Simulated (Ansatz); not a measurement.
```xyz
9

O    -1.717   -0.292    0.734
Si   -0.680   -0.001   -0.504
C     1.073    0.340    0.192
F     1.477   -0.742    0.933
F     1.965    0.489   -0.832
H    -1.569   -1.074    1.268
H    -1.170    1.210   -1.197
H    -0.543   -1.153   -1.431
H     1.165    1.222    0.838
```

The species carries charge 0 and has multiplicity 1.

Question: List the B3LYP/def2-TZVPP orbital energies in eV (Ansatz 0.2.0). (Estimate.)

Answer: Computed: Occupied: -1799.80, -672.02, -672.01, -521.08, -280.81, -144.28, -99.62, -99.58, -99.57, -34.19, -32.70, -27.97, -19.16, -16.10, -15.06, -14.96, -14.49, -12.46, -11.91, -11.34, -11.30, -10.87, -10.21, -9.37, -8.25. Lowest empty: -0.42, 0.69, 1.20, 1.50, 1.92, 2.14, 2.79, 4.02.

B3LYP here is the variant with VWN-RPA as its local correlation; programs differ in this.
